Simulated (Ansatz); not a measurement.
Job for Ansatz (a quantum-chemistry and plane-wave program): R-CCSD(T)/cc-pVTZ on N2 (SMILES N#N).

Ansatz 0.2 input:
```yaml
crystal:
  periodic: [false, false, false]
  atoms:
    - {symbol: N, position_ang: [-0.27109887, -0.29772200, -0.36795538]}
    - {symbol: N, position_ang: [0.27109887, 0.29772200, 0.36795538]}
basis:
  gaussian:
    orbitals: cc-pVTZ
magnetization: {spin_polarized: false}
correlation: {method: ccsd_t, electrons: outside_noble_gas}
scf: {lower_state_search: off}
```

Output:

```
WARN ansatz: RAYON_NUM_THREADS=1 ignored (pool sized by the plan → 1); use --threads N
Functional definition: HF
these checks for a lower state are left out or cut short: stability, starts, cluster_reference, orbital_swaps, neighbouring_geometries, increment
integrals: 0.02 GiB planned
365 factors; integrals over basis functions are off by at most 9.2e-4 eV
mean field: 0.07 GiB planned
mean field evaluation 1: about -2965.3255 eV, gradient 1.1e1 eV
mean field evaluation 2: about -2965.3329 eV, gradient 1.1e1 eV
mean field evaluation 4: about -2965.6232 eV, gradient 3.8e-1 eV
mean field evaluation 8: about -2965.6237 eV, gradient 1.3e-4 eV
mean field -2965.62365208 eV, -108.9846590421 hartree, gradient 7.6e-7 eV, S^2 0.000000; 0 other end points of the search recorded, 0 dependent functions left out
2 core orbitals not correlated
reference -2965.62365208 eV, -108.9846590421 hartree; 5, 5 occupied and 53, 53 virtual orbitals, 365 factors
second order -10.11843187 eV of doubles, -0.00000000 eV of singles
coupled cluster: 0.09 GiB planned
cycle   1  -9.66644906 eV  change    4.5e-1 eV  update   8.0e-2
cycle   2  -10.01870340 eV  change   -3.5e-1 eV  update   2.4e-2
cycle   3  -10.07878805 eV  change   -6.0e-2 eV  update   9.4e-3
cycle   4  -10.08263270 eV  change   -3.8e-3 eV  update   2.2e-3
cycle   5  -10.08462085 eV  change   -2.0e-3 eV  update   5.4e-4
cycle   6  -10.08464443 eV  change   -2.4e-5 eV  update   1.1e-4
cycle   7  -10.08472700 eV  change   -8.3e-5 eV  update   2.2e-5
cycle   8  -10.08471521 eV  change    1.2e-5 eV  update   3.8e-6
cycle   9  -10.08471354 eV  change    1.7e-6 eV  update   7.2e-7
perturbative correction -0.49598990 eV, -0.0182272926 hartree
Total energy: -2976.20435552 eV, -109.3734927217 hartree
Checks for a lower state left out: stability, starts, cluster_reference, orbital_swaps, neighbouring_geometries, increment
```

Self-consistency was reached.

Cost: roughly 0.3 core-seconds.
